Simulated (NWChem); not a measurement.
Species: BeSiH$_{4}$O; SMILES [BeH][O][SiH3]

```xyz
7

Be    -0.0380    -2.1337     0.0091
H     -0.0498    -3.4622     0.0141
O     -0.0268    -0.7261     0.0031
Si    -0.0129     0.9193    -0.0018
H     -0.6447     1.4357    -1.2455
H      1.3855     1.4214     0.0671
H     -0.7665     1.4434     1.1687
```
Atoms are numbered in this order, from 1.

Structure relaxed at the B3LYP/6-31G* (spherical d) level.

 Unshifted, non-relativistic core excitations; the lowest 4 roots alone, so stronger bands may lie above.

Question: List the first O K-edge excitations from PBE0/6-311G** (spherical d), restricted-window TDA (NWChem).

Answer: 
```csv
state,energy (eV),dipole oscillator strength,leading excitation (squared amplitude)
S1,520.7,0.0016,1s of atom 3 or its equivalents → LUMO (0.99)
S2,520.8,0.0104,1s of atom 3 or its equivalents → LUMO+1 (0.97)
S3,520.8,0.0104,1s of atom 3 or its equivalents → LUMO+2 (0.97)
S4,522.3,0.0130,1s of atom 3 or its equivalents → LUMO+3 (0.90)
```
